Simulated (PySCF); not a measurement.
# How methods differ on the excitation energy of Ni

Ni [Ar] 3d8 4s2 (3F) → Ni [Ar] 3d8 4s1 4p1 (high-spin determinant), as a difference of total energies. All numbers are calculated (PySCF 2.14, the spin-free X2C one-electron Hamiltonian (Gaussian nucleus), in ANO-RCC-VQZP (7s6p4d3f2g1h, 95 functions)). Correlated levels: valence: [Ar] frozen. The calculations carry no spin-orbit coupling.

| method | excitation energy (eV) |
| --- | --- |
| UHF | 2.142 |
| MP2 (valence) | 3.152 |
| SCS-MP2 (valence) | 3.345 |
| CCSD (valence) | 3.221 |
| CCSD(T) (valence) | 3.314 |

**Question.** How much does correlation contribute at CCSD(T) (valence)?

**Answer.** 3.314 − (2.142) = 1.172 eV, measured against UHF.

A first-order spin-orbit estimate (lowest level to lowest level, LS coupling) adds 0.019 eV.

The basis was made for the ground configuration and has no added diffuse functions, so the excitation energy can come out too high.

The determinant of the upper state mixes LS terms, which raises its energy above the lowest term, most at the Hartree-Fock and MP2 levels.
